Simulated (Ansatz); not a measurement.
[SmF6]3- (SmF₆³⁻): single points at one geometry.

```yaml
crystal:
  periodic: [false, false, false]
  atoms:
    - {symbol: Sm, position_ang: [0.000414, -0.000549, 0.000238]}
    - {symbol: F, position_ang: [-0.023436, -0.003690, 2.268872]}
    - {symbol: F, position_ang: [0.022802, 0.004306, -2.268083]}
    - {symbol: F, position_ang: [2.268951, 0.011574, 0.016983]}
    - {symbol: F, position_ang: [-2.268001, -0.010206, -0.017435]}
    - {symbol: F, position_ang: [-0.009236, 2.287894, 0.002353]}
    - {symbol: F, position_ang: [0.008516, -2.289319, -0.002928]}
basis:
  gaussian: {orbitals: def2-TZVP, initial_orbitals: start.molden}
total_charge: -3
magnetization: {spin_polarized: true, initial_magnetization: 5}
hamiltonian: {xc: lda}
scf: {omitted_lower_state_checks: [starts]}
output: {orbitals: {seedname: orbitals}}
```

The file start.molden holds the orbitals of an earlier run on this structure, at another level or in another basis.

```sh
$ ansatz run in.yaml --threads 4 --pin off --events-out ev --progress --plain --max-ram 8704MiB
```

It prints (some lines left out):

```
Functional definition: SPW92
basis functions trapped inside cores are left out: 1
1713 factors; their error is unknown
mean field evaluation 1: about -34096.5655 eV, gradient 4.7e1 eV
mean field evaluation 2: about -34097.5392 eV, gradient 1.8e0 eV
mean field evaluation 4: about -34097.6183 eV, gradient 1.0e-2 eV
mean field evaluation 8: about -34097.5950 eV, gradient 2.4e-5 eV
mean field evaluation 16: about -34097.5950 eV, gradient 1.8e-5 eV
mean field -34097.59498950 eV, -1253.0635036841 hartree, gradient 7.6e-6 eV, S^2 8.789754; 0 other end points of the search recorded, 0 dependent functions left out
reference -34097.59504965 eV, -1253.0635058946 hartree; 48, 43 occupied and 230, 235 virtual orbitals, 1713 factors
Total energy: -34097.59504965 eV, -1253.0635058946 hartree
Checks for a lower state left out: starts
```

Hardware: 4 threads of Intel Xeon 6975P-C on a shared host. Wall time 6 s, peak host memory 1 GiB.

Geometry: PBE0-D4/def2-SVP.

In the def2 sets Sm takes a core potential; there is no spin–orbit coupling. With an open 4f shell the SCF may have ended on a state above the lowest. A multiply charged anion in the gas phase is held together partly by the finite basis. The highest occupied level of the charge -3 sextet lies above zero (up to 8.43 eV). The electron is either unbound and held by the finite basis, or the level is raised by self-interaction error.
